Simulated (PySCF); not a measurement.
A structure optimised at B3LYP-D3(BJ)/def2-SVP, used in a PySCF frequency run:

```xyz
10

C      2.0750     0.7419    -0.8648
S      1.4202    -0.4151     0.4152
Si    -0.6309    -0.0750     0.1080
O     -0.9454     1.5357     0.0895
F     -1.4363    -0.8379     1.2759
F     -1.1965    -0.6919    -1.2773
H      1.6742     1.7515    -0.7090
H      1.8327     0.3854    -1.8750
H      3.1650     0.7527    -0.7366
H     -1.7527     1.8328    -0.3492
```
Charge 0, spin multiplicity 1.

Write its SMILES and formula.

CS[Si](O)(F)F, CH₄F₂OSSi

What are its rotational constants (standard atomic weights)?

3.2425, 1.7141, 1.5526 GHz
